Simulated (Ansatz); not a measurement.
Consider the homolysis of the Si–Si bond: `C[SiH](Cl)[SiH2]F` → `C[SiH]Cl`• + `F[SiH2]`•.

Isolated molecules relaxed with PBE0-D4/def2-TZVP in Ansatz; ΔE leaves out vibrations. CCSD(T)/CBS adds triple-zeta CCSD(T) − MP2 to the extrapolated MP2 energy (def2 sets, frozen cores). This one scheme is used for every species. Functionals use def2-TZVPP. HSE06 is defined as in plane-wave codes. No spin–orbit coupling; open shells (•) take unrestricted orbitals. Each species was taken in one conformer, which may not be the lowest.

```json
{"level": "revPBE-D4", "ΔE (kJ/mol)": "307.5", "difference from CCSD(T)/CBS": "-31.4"}
{"level": "PBE0-D4", "ΔE (kJ/mol)": "321.6", "difference from CCSD(T)/CBS": "-17.3"}
{"level": "HSE06-D4", "ΔE (kJ/mol)": "321.4", "difference from CCSD(T)/CBS": "-17.5"}
{"level": "ωB97X-V", "ΔE (kJ/mol)": "340.6", "difference from CCSD(T)/CBS": "1.7"}
{"level": "B2PLYP", "ΔE (kJ/mol)": "315.0", "difference from CCSD(T)/CBS": "-23.9"}
{"level": "PBE-QIDH", "ΔE (kJ/mol)": "326.2", "difference from CCSD(T)/CBS": "-12.7"}
{"level": "BLYP", "ΔE (kJ/mol)": "289.7", "difference from CCSD(T)/CBS": "-49.2"}
{"level": "LC-ωPBE", "ΔE (kJ/mol)": "315.4", "difference from CCSD(T)/CBS": "-23.5"}
{"level": "RPA@PBE/def2-TZVPP", "ΔE (kJ/mol)": "311.9", "difference from CCSD(T)/CBS": "-27.0"}
{"level": "MP2/CBS(def2)", "ΔE (kJ/mol)": "338.7", "difference from CCSD(T)/CBS": "-0.2"}
{"level": "CCSD(T)/CBS", "ΔE (kJ/mol)": "338.9", "difference from CCSD(T)/CBS": "0"}
```

Problem. What do rigid-rotor, harmonic-oscillator terms from PBE0-D4/def2-TZVP frequencies (298.15 K, 1 bar) make of the CCSD(T)/CBS value? (An estimate is asked.)

Solution. The calculation gave: ΔZPE = -11.0 kJ/mol, ΔH = +329.4 kJ/mol, ΔS = 169 J/(mol·K), ΔG = +279.2 kJ/mol. Open shells count their whole term as degenerate. Modes under 50 cm⁻¹ make the entropy rough.

Largest T1 diagnostic among the species: 0.014.

From PBE to PBE0 (25 % exact exchange), in def2-TZVPP and without D4, ΔE moves by +6.1 kJ/mol. In def2-TZVPP, CCSD(T) changes the Hartree–Fock value by +85.5 kJ/mol (the triples alone add +5.6 kJ/mol) and MP2 by +85.2 kJ/mol; breaking electron pairs costs correlation energy, which Hartree–Fock lacks. The D4 term adds +14.7 kJ/mol with B3LYP and +8.3 kJ/mol with PBE0; it sums over pairs of atoms, weighted by their polarisabilities, and B3LYP, whose exchange is more repulsive, gets the larger term.

CCSD(T)/CBS has its own doubt, a few kJ/mol and more with outer-core shells, so smaller differences from it don't rank the levels.

B3LYP here is the variant with VWN-RPA as its local correlation; programs differ in this.
